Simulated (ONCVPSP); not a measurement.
**u(r) = r·R(r): atom against pseudo-atom (Re)**

Columns: radius, all-electron u(r) and pseudo u(r) of the 5d shell (level -5.37 eV) of rhenium in the configuration [Kr] 4d10 4f14 5s2 5p6 5d5 6s2; PBE, scalar-relativistic, ONCV scheme, ONCVPSP 4.0.1.

```csv
r (bohr),all-electron,pseudo
0.113,0.2307,0.0019
0.225,-0.0624,0.0149
0.338,-0.3287,0.0478
0.450,-0.3029,0.1047
0.563,-0.1105,0.1864
0.675,0.1209,0.2865
0.788,0.3330,0.3979
0.900,0.5002,0.5084
1.013,0.6227,0.6095
1.125,0.7032,0.6910
1.238,0.7506,0.7492
1.350,0.7717,0.7817
1.463,0.7739,0.7912
1.575,0.7623,0.7815
1.688,0.7411,0.7577
1.800,0.7139,0.7255
1.913,0.6825,0.6889
2.025,0.6494,0.6517
2.138,0.6150,0.6153
2.250,0.5808,0.5808
2.363,0.5469,0.5469
2.475,0.5142,0.5142
2.588,0.4824,0.4824
2.700,0.4522,0.4521
2.813,0.4231,0.4231
2.925,0.3957,0.3957
```

Question: How many radial nodes do the two functions have?

Answer: The all-electron 5d function has n − l − 1 = 2; the pseudo-wave has 0, since the states of the same l below it are removed with the core.

Question: At about which radius was the pseudo-wave matched?

Answer: 2.25 bohr, where the columns begin to agree (steps of 0.11 bohr).

Question: Is the pseudo-wave norm-conserving?

Answer: Yes: the ONCV scheme keeps the norm inside the radius equal to the all-electron one, which fixes the energy derivative of the logarithmic derivative at the level.
